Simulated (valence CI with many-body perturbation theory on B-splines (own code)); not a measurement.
**Ga XXVII: fill in the table**

Computed by relativistic CI+MBPT: three valence electrons over a frozen Dirac-Fock core [He], radial functions for each j: 11 s, 11 p, 10 d, 8 f, 5 g, 2 h, with the one-electron correlation potential Σ1, the two-electron term Σ2, the three-electron term Σ3, Breit, model QED; selected CI, second order for the rest, scaled by the run's own slope (own B-spline code, finite nucleus).

No measured spectrum was set against this ion. As an estimate, large intervals hold to a few tenths of a per cent, small ones and those within an open d or f shell to about a per cent.

| Level | E (cm⁻¹) |
| --- | --- |
| 2s2 2p 2P°_1/2 | 0 |
| 2s2 2p 2P°_3/2 | ? |
| 2s 2p2 4P_1/2 | 542890 |
| 2s 2p2 4P_3/2 | 684460 |
| 2s 2p2 4P_5/2 | 780350 |
| 2s 2p2 2D_3/2 | 1030700 |
| 2s 2p2 2D_5/2 | 1116900 |
| 2s 2p2 2P_1/2 | ? |
| 2s 2p2 2S_1/2 | ? |
| 2s 2p2 2P_3/2 | ? |
| 2p3 4S°_3/2 | 1704100 |
| 2p3 2D°_3/2 | 1909600 |
| 2p3 2D°_5/2 | 1976200 |
| 2p3 2P°_1/2 | 2148700 |
| 2p3 2P°_3/2 | ? |
| 2s2 3s 2S_1/2 | 12107000 |
| 2s2 3p 2P°_1/2 | 12331000 |
| 2s2 3p 2P°_3/2 | 12403000 |
| 2s 2p 3s 4P°_1/2 | 12551000 |
| 2s2 3d 2D_3/2 | ? |

Names give the largest LS component (configuration and term), which can be under half, so a name can repeat, a term be missing and a line seem to break the LS rules; names also repeat where a configuration has a term twice.

Problem. The levels stand in rising order. What does the calculation give for the missing energies?

Solution. 2s2 2p 2P°_3/2 256270; 2s 2p2 2P_1/2 1131200; 2s 2p2 2S_1/2 1404900; 2s 2p2 2P_3/2 1417400; 2p3 2P°_3/2 2315600; 2s2 3d 2D_3/2 12604000.
